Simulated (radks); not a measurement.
Rh XIII, configuration [Ar] 3d10 4s2 4p3 (the NIST ground configuration).

Method: Dirac Kohn-Sham, PBEsol, spin-unpolarised, spherical densities, point nucleus; open shells are shared between the two j in proportion to 2j + 1; computed with a radial shooting solver on a logarithmic mesh with Libxc functionals.

Energy parts (eV):
part                       energy
total                 -128849.405
kinetic                134389.628
electron-nucleus      -303459.116
Hartree                 43697.010
exchange-correlation    -3476.927

Orbitals (lengths in bohr, moments of r in powers of bohr; <r^-3> diverges for s and p1/2):
orbital  occ.  eigenvalue (eV)  <r^-3>   <1/r>
1s1/2       2        -23273.40       -   47.04
2s1/2       2        -3594.058       -   10.79
2p1/2       2        -3347.889       -   10.77
2p3/2       4        -3203.269    3022   10.18
3s1/2       2        -845.2462       -   3.763
3p1/2       2        -748.9216       -   3.670
3p3/2       4        -723.6868   535.5   3.527
3d3/2       4        -553.5423   81.41   3.363
3d5/2       6        -548.5115   77.06   3.326
4s1/2       2        -304.1324       -   1.572
4p1/2       1        -271.2195       -   1.494
4p3/2       2        -265.6971   118.3   1.456
4d3/2       0        -211.5515   15.96   1.307
4d5/2       0        -210.5675   15.15   1.299
5s1/2       0        -153.5608       -  0.8413

The highest occupied level is 4p3/2 at -265.70 eV. Summed over all electrons, <r^2> = 7.864 bohr^2, which gives a Langevin (diamagnetic) susceptibility term of -6.23 x 10^-6 cm^3/mol. The density falls to 0.001 e/bohr^3 at r = 2.03 bohr. For comparison, the ionisation energy in NIST's Atomic Spectra Database is 277 eV (theoretical). In exact Kohn-Sham theory the highest level is minus the ionisation energy, but local and semilocal functionals leave it too shallow, through self-interaction and a potential that decays too fast; potentials with the right tail come closer.

Beside tabulated values, note that spin-unpolarised runs miss the spin-polarisation part of the exchange energy of open shells.
